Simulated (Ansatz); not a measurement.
Geometry optimisation, RKS PBE0-D4/def2-SVP in Ansatz.

input.yaml

```yaml
crystal:
  periodic: [false, false, false]
  atoms:
    - { symbol: "N", position_ang: [-0.4599, 0.9488, 0.0577] }
    - { symbol: C, position_ang: [0.0797, -0.2948, -0.1048] }
    - { symbol: O, position_ang: [0.9025, -0.786, 0.8605] }
    - { symbol: Se, position_ang: [-0.3892, -1.1779, -1.8059] }
    - { symbol: H, position_ang: [-1.1455, 1.353, -0.7107] }
    - { symbol: H, position_ang: [-0.3073, 1.5889, 0.8893] }
    - { symbol: H, position_ang: [1.3809, -1.7001, 0.7682] }
basis:
  gaussian: { orbitals: def2-SVP }
hamiltonian:
  xc: pbe0
  dispersion: d4
relax:
  f_tol: 0.015
  max_steps: 40
output:
  orbitals: {}
```

Run as:

```bash
$ ansatz run input.yaml --threads 1 --pin off --max-ram 2048MiB --backend cpu --events-out ev --progress --plain --runs-dir out
```

Q: Where does it end, and by what steps?

A: It converged. After 6 steps the energy has fallen by 1.090 eV; H7 moved furthest, 0.32 Å.

```
step  energy less start (eV)  largest force component (eV/Å)  accepted
   0                  0.0000                           2.684       yes
   1                 -0.9559                           0.934       yes
   2                 -0.9891                           1.225       yes
   3                 -1.0872                           0.222       yes
   4                 -1.0895                           0.139       yes
   5                 -1.0900                           0.024       yes
   6                 -1.0900                           0.001       yes
```

```xyz
7
Properties=species:S:1:pos:R:3
N -0.460 0.934 0.059
C 0.060 -0.274 -0.164
O 0.848 -0.671 0.830
Se -0.244 -1.285 -1.628
H -1.076 1.337 -0.631
H -0.241 1.440 0.908
H 1.175 -1.549 0.579
```

Whether the end is a true minimum wasn't checked by a vibrational analysis.

The run took 33 s on 1 thread of Arm Neoverse V1, on a shared host, peak memory 0.18 GiB.
